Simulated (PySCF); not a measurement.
Ge(Cl)(Me)(OH)2 (CH₅ClGeO₂), SMILES [CH3][Ge]([Cl])([OH])[OH]. Geometry optimised at PBE-D3(BJ)/def2-SVP. The structure was generated by enumeration, and PubChem lists no compound with its InChIKey, so it may never have been made. Other conformers were not sampled.

Computed equilibrium geometry at PBE-D3(BJ)/def2-SVP (PySCF confirms it by a frequency run) as Cartesian coordinates in Å (one conformer of several):
```xyz
10

C      1.9978    -0.1613    -0.4719
Ge     0.0909     0.0847    -0.2602
O     -0.8916    -0.8861    -1.4015
O     -0.2561     1.8166    -0.5068
Cl    -0.5906    -0.5361     1.7321
H      2.2398    -0.1742    -1.5517
H      2.5277     0.6773     0.0172
H      2.3033    -1.1179    -0.0097
H     -1.5287    -1.4281    -0.8979
H     -1.2171     1.9702    -0.5781
```
